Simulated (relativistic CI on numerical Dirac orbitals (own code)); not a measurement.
**Cr3+ (3d3) in a crystal field**

Calculated by Dirac-Coulomb-Breit CI, separate exchange-only KLI orbitals for each configuration, model QED (radiative potential, 1s self-energy scaled to tabulated hydrogen-like ionisation energies), valence Slater integrals scaled by 0.65, one configuration in a parametric crystal field (own radial code).

Field parameters in Wybourne normalisation: D4h B²₀ = −7Ds, B⁴₀ = 21(Dq − Dt), B⁴₄ = 21√(5/14) Dq. The field is a parameter set, without covalency.

S is read from ⟨S²⟩ = S(S + 1).

Levels (cm⁻¹, degeneracy): 0 (2), 1 (2), 11218 (2), 11316 (2), 11381 (2), 11447 (2), 13574 (2), 13703 (2), 14234 (2), 14325 (2), 14421 (2), 15721 (2).

Task: Which field gives this pattern?
A. D4h, 10Dq = 15700, Ds = 2590, Dt = 430 cm⁻¹
B. D4h, 10Dq = 15700, Ds = -1090, Dt = 430 cm⁻¹
C. D4h, 10Dq = 15700, Ds = 950, Dt = 430 cm⁻¹
D. D4h, 10Dq = 15700, Ds = -680, Dt = 430 cm⁻¹

Result: C. D4h, 10Dq = 15700, Ds = 950, Dt = 430 cm⁻¹, ground level with S = 1.50.
